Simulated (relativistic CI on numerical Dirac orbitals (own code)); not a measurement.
d1 to d9 in one octahedral field

Computed with a parametric ligand-field model without spin-orbit coupling, by exact diagonalisation: B = 330, C = 1610, 10Dq = 23000 cm⁻¹ (Oh; |10Dq|/B = 69.7) for every shell. Energies in cm⁻¹; the field energy is (0.6 n_e − 0.4 n_t2) × 10Dq of the ground term; g labels are left out. So small a B with so large a field is typical of 4d and 5d ions, where spin-orbit coupling, left out here, reaches 1,000 to 4,000 cm⁻¹.

```tsv
Shell	Ground term	Electrons in e	Field energy	First spin-allowed bands	Lowest term of other spin
d1	2T2	0.000	-9200	2E 23000	
d2	3T1	0.006	-18269	3T2 22160, 3T1 26270	1T2 5293
d3	4A2	0.000	-27600	4T2 23000, 4T1 26766	2E 7508
d4	3T1	0.011	-36557	3E 21404, 3T1 21815	1T2 4727
d5	?	?	?	?	?
d6	1A1	0.017	-54810	1T1 21751, 1T2 26594	3T1 18404
d7	2E	1.011	-41153	2T1 21669, 2T2 22102	4T1 15390
d8	3A2	2.000	-27600	3T2 23000, 3T1 26766	1E 5832
d9	2E	3.000	-13800	2T2 23000
```

(1) Fill in the row of d5.

Answers

(1) Ground term: 2T2; Electrons in e: 0.020; Field energy: -45531; First spin-allowed bands: 2A2 20901, 2T1 21014; Lowest term of other spin: 4T1 15390. Low spin: d4, d5, d6, d7; the other shells keep the spin of the free ion. Only d4 to d7 can choose; the field needed to pair spins is smallest for d6 and largest for d5, which loses most exchange energy. In the strong-field picture 10Dq must exceed about 6B + 5C = 10030 (d4), 7.5B + 5C = 10525 (d5), 2.5B + 4C = 7265 (d6) and 4B + 4C = 7760 (d7); mixing of terms shifts these bounds somewhat.
